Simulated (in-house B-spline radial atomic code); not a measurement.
A fraction x of an electron is moved 4d → 4f in Ho⁵⁺, starting from [Kr] 4d10 4f9 5s2 5p5 and keeping the highest spin. Level of theory: scalar-relativistic (X2C) CAM-B3LYP, spin-polarised, spherical fractional occupations, Fermi nucleus of rms radius 5.2022 fm; calculated with an all-electron radial atomic-structure program (B-spline basis).

Caution: exact exchange at fractional occupations of open shells leaves self-interaction of up to several eV.

```csv
x,E(x) - E(0) (eV),4d down level (eV),4f down level (eV)
0,0.0000,-234.454,-67.115
0.125,20.8927,-234.368,-67.424
0.25,?,?,?
0.375,?,?,?
0.5,83.2742,-234.100,-68.344
0.625,103.9689,-234.008,-68.649
0.75,124.6140,-233.914,-68.952
0.875,145.2094,-233.819,-69.255
1,165.7549,-233.722,-69.557
```

Problem. What belongs in the row x = 0.25?

Solution. An energy change of 41.7361 eV; 4d down at -234.280 eV, 4f down at -67.731 eV.

Problem. What belongs in the row x = 0.375?

Solution. An energy change of 62.5299 eV; 4d down at -234.191 eV, 4f down at -68.038 eV.

Problem. Check Janak's theorem between x = 0.5 and 0.625.

Solution. The slope of the energy is 165.56 eV; the orbital levels give 165.56 eV (ε of the receiving orbital less ε of the emptying one, averaged over the two points).
